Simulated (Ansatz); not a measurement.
C3H3, SMILES `C1=C[CH-]1` (triplet; the order of the spin states depends on the level) (charge -1, multiplicity 3). This triplet lies 0.39 eV above the relaxed singlet at the level frozen-core CCSD(T)/aug-cc-pVTZ // B3LYP-D3(BJ)/def2-TZVP (Ansatz, a quantum-chemistry and plane-wave program); other levels give the other order.

Cartesian coordinates (Å):
SMILES: C1=C[CH-]1
```xyz
6

C     -0.5027    -0.5982     0.6959
C     -0.3839     0.8203     0.3952
C      0.8097     0.0277     0.6477
H     -0.8877    -1.3880     0.0369
H     -0.6602     1.3277    -0.5388
H      1.6250    -0.1896    -0.0553
```
Charge -1, spin multiplicity 3.

Frozen-core energies in aug-cc-pVDZ from Ansatz at a geometry from B3LYP-D3(BJ)/def2-TZVP; the HF reference has <S^2> = 2.04 and the T1 diagnostic is 0.023.

| level | energy (Ha) |
|---|---|
| HF | -115.15760 |
| MP2 | -115.56009 |
| CCSD | -115.58760 |

### Question
Estimate the energies of CCSD(T), CCSDT and CCSDT(Q), and give each level's difference from CCSDT(Q).

### Answer

```
level     energy (Ha)  difference from CCSDT(Q) (mHa)
--------  -----------  ------------------------------
MP2        -115.56009                           48.93
CCSD       -115.58760                           21.42
CCSD(T)    -115.60685                            2.18
CCSDT      -115.60757                            1.46
CCSDT(Q)   -115.60902                            0.00
```
